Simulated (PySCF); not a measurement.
C5H15NSi, triplet, at the geometry of the source list (a higher spin typed on purpose: for a closed-shell molecule this is an excited state) (in this run its highest filled SCF level lies above zero, so its values depend strongly on the basis, on diffuse functions most of all). Base run: PySCF with CCSD(T)/STO-3G.

Here is a job for PySCF.
```python
from pyscf import gto, scf, cc

mol = gto.M(
    atom='''
C     1.686400   -1.006400    1.031900
N     1.101300   -0.023300    0.152800
C     1.987400    0.304100   -0.937700
Si   -0.618600    0.150700    0.005700
C    -1.480600   -1.211200   -1.032100
C    -1.348500    0.122600    1.763800
C    -0.954800    1.836600   -0.812300
H     1.032600   -1.179200    1.881100
H     1.859100   -1.961900    0.521200
H     2.649300   -0.641600    1.400300
H     2.180700   -0.561900   -1.583000
H     1.555500    1.097100   -1.540100
H     2.945800    0.649400   -0.540000
H    -1.320400   -2.197000   -0.603200
H    -2.553700   -1.054900   -1.092200
H    -1.099300   -1.234600   -2.049800
H    -0.802100    0.776600    2.435800
H    -1.339800   -0.875900    2.190700
H    -2.381100    0.455200    1.749400
H    -2.003700    2.098500   -0.720400
H    -0.718900    1.827400   -1.872200
H    -0.376400    2.629800   -0.349500
''',
    basis='sto-3g',
    charge=0,
    spin=2,
    verbose=4,
)

mf = scf.UHF(mol)
mf.kernel()

mycc = cc.CCSD(mf)
mycc.kernel()
et = mycc.ccsd_t()
print('E(CCSD(T)) = %.10f' % (mycc.e_tot + et))
```

Variants of this job, named by their change:

| change | ΔE vs base (kcal/mol) | MP2 correlation (Eh) | CC correlation without the perturbative part (Eh) | basis functions | core-seconds (rough) |
|---|---|---|---|---|---|
| base | 0.000 | -0.33860 | -0.45008 | 54 | 40 |
| frozen = 10 | 3.31 | -0.33291 | -0.44497 | 54 | 20 |
| cart = on | 0.000 | -0.33860 | -0.45008 | 54 | 50 |
| cc.level_shift = 0.2 | 0.000 | -0.33860 | -0.45008 | 54 | 60 |
| cc.iterative_damping = 0.8 | 0.000 | -0.33860 | -0.45008 | 54 | 70 |
| cc.diis_space = 3 | 0.000 | -0.33860 | -0.45008 | 54 | 70 |
| frozen = 12 | 16.12 | -0.31730 | -0.42489 | 54 | 20 |
| method = ccsd | 2.70 | -0.33860 | -0.45008 | 54 | 20 |
| cc.diis_space = 10 | 0.000 | -0.33860 | -0.45008 | 54 | 40 |
| frozen = 11 | 3.58 | -0.33246 | -0.44455 | 54 | 20 |

Open shells are given as the SCF converged; they aren't shown to be the lowest states, and a large step between rows can be another state.
